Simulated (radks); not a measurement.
Question: Successive ionisation energies (eV) of one element, from differences of total energies of ions in their ground configurations, starting at charge 22: 626.15, 671.72, 718.43, 766.26, 1008.2, 1056.1, 1104.5, 1153.5, 1203.2, 1253.4, 1304.2, 1355.6, 1407.5, 1460.0, 1699.6, 1752.8, 1806.3, 1860.0, 1913.9, 1968.0, 2173.0, 2229.0. Method: Dirac Kohn-Sham, PBE, spin-unpolarised, spherical densities, point nucleus; open shells are shared between the two j in proportion to 2j + 1; computed with a radial shooting solver on a logarithmic mesh with Libxc functionals. Which element is it?

Answer: Hafnium (Z = 72). The first species listed is Hf22+ in [Kr] 4d10 4f4, the last Hf43+ in [Ar] 3d10 4s1.
